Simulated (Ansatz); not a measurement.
Computed with Ansatz on PBE0-D4/def2-TZVP structures; ΔE is electronic, products minus reactants. CCSD(T)/CBS is the MP2 limit (def2-TZVPP, def2-QZVPP) plus CCSD(T) − MP2 in def2-TZVPP, frozen cores. This one scheme is used for every species. DFT in def2-TZVPP. B3LYP here is the variant with VWN-RPA as its local correlation; programs differ in this. HSE06 is defined as in plane-wave codes. For Sc outer-core shells are correlated without core-valence functions, which leaves a few kJ/mol of doubt a bond. Scalar relativity is left out up to krypton. Each species was taken in one conformer, which may not be the lowest.

Consider the ligand exchange at the Sc–O bond: `[OH][Sc]([OH])[O][SiH3]` + NH₃ → `[NH2][Sc]([OH])[OH]` + `O[SiH3]`.

`[OH][Sc]([OH])[O][SiH3]`:

Cartesian coordinates in Å:
```
O 1.017 2.524 -0.299
Sc 1.096 0.693 0.034
O 2.703 -0.174 0.408
O -0.512 -0.324 -0.009
Si -1.884 -1.190 -0.055
H 1.026 3.461 -0.463
H 3.550 -0.566 0.595
H -1.936 -2.028 -1.286
H -1.980 -2.095 1.126
H -3.080 -0.301 -0.051
```

NH₃:

Cartesian coordinates in Å:
```
N 0.070 -0.249 -0.112
H -0.930 -0.165 0.021
H 0.503 -0.109 0.792
H 0.357 0.523 -0.701
```

`[NH2][Sc]([OH])[OH]`:

Cartesian coordinates in Å:
```
N -0.714 0.594 -1.366
Sc 0.145 -0.120 0.277
O -0.703 0.282 1.900
O 1.711 -1.120 0.029
H -1.559 1.149 -1.406
H -0.386 0.468 -2.315
H -0.997 0.391 2.799
H 2.504 -1.644 0.084
```

`O[SiH3]`:

```xyz
6

O     0.487    0.900   -0.771
Si   -0.290   -0.222    0.152
H     1.432    1.000   -0.653
H     0.236   -1.594   -0.092
H    -1.716   -0.153   -0.241
H    -0.150    0.069    1.605
```

(1) Is it downhill or uphill in electronic energy at CCSD(T)/CBS, and by how much? (An estimate is asked.)

(2) What do these levels give: LDA (SPW92), r2SCAN0-D4, ωB97X-V, ωB97M-V, B2PLYP, PBE-QIDH, PBE, r2SCAN, B3LYP, HSE06, SCS-MP2/def2-QZVPP, MP2/CBS(def2)? (Best estimate.)

Largest T1 diagnostic among the species: 0.016.

Results:

(1) Ansatz gave: Uphill: ΔE = +1.04 eV.

(2) Computed: LDA (SPW92) 0.92, r2SCAN0-D4 1.02, ωB97X-V 1.01, ωB97M-V 0.98, B2PLYP 1.01, PBE-QIDH 1.02, PBE 0.92, r2SCAN 0.99, B3LYP 0.98, HSE06 0.96, SCS-MP2/def2-QZVPP 1.05, MP2/CBS(def2) 1.04 eV.

Leaving LDA and LC-ωPBE aside and taking each functional with its dispersion term where it has one, the values, not all of them listed here, spread over 0.13 eV, from revPBE-D4 to BHLYP-D4. In def2-TZVPP, CCSD(T) changes the Hartree–Fock value by −0.08 eV (the triples alone add −0.01 eV) and MP2 by −0.07 eV.
